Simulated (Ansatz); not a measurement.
`FB(S)S` and `SB(S)Br` differ in one element.

Ansatz, PBE0-D4/def2-TZVP geometries, multiplicity 1. Each molecule was computed in one conformer, which needn't be the lowest.

Scalar relativity is left out up to krypton.

```json
{"property": "LUMO energy (B3LYP/def2-TZVPP) / eV", "`FB(S)S`": "-0.53"}
{"property": "HOMO–LUMO gap (ωB97M-V/def2-TZVPP) / eV", "`FB(S)S`": "11.56"}
{"property": "LUMO energy (ωB97M-V/def2-TZVPP) / eV", "`FB(S)S`": "1.75"}
{"property": "LUMO energy (PBE0/def2-TZVPP) / eV", "`FB(S)S`": "-0.34"}
{"property": "HOMO energy (PBE/def2-TZVPP) / eV", "`FB(S)S`": "-6.49"}
{"property": "LUMO energy (PBE/def2-TZVPP) / eV", "`FB(S)S`": "-1.28"}
```

**Question.** What does the change do to each property? (Best estimate.)

**Answer.** The calculation gave: 
```
                               property  `SB(S)Br`  shift
    LUMO energy (B3LYP/def2-TZVPP) / eV      -1.28  -0.75
HOMO–LUMO gap (ωB97M-V/def2-TZVPP) / eV      10.81  -0.75
  LUMO energy (ωB97M-V/def2-TZVPP) / eV       0.89  -0.86
     LUMO energy (PBE0/def2-TZVPP) / eV      -1.14  -0.80
      HOMO energy (PBE/def2-TZVPP) / eV      -6.61  -0.12
      LUMO energy (PBE/def2-TZVPP) / eV      -1.99  -0.71
```

With PBE0 the HOMO falls by 0.11 eV and the LUMO falls by 0.80 eV, so the gap narrows by about 0.69 eV. PBE moves the HOMO by -0.12 eV and ωB97M-V by -0.11 eV.

B3LYP here is the variant with VWN-RPA as its local correlation; programs differ in this.

Spin–orbit coupling is left out; it splits and shifts lone-pair levels of the heavy atoms by tenths of an eV.
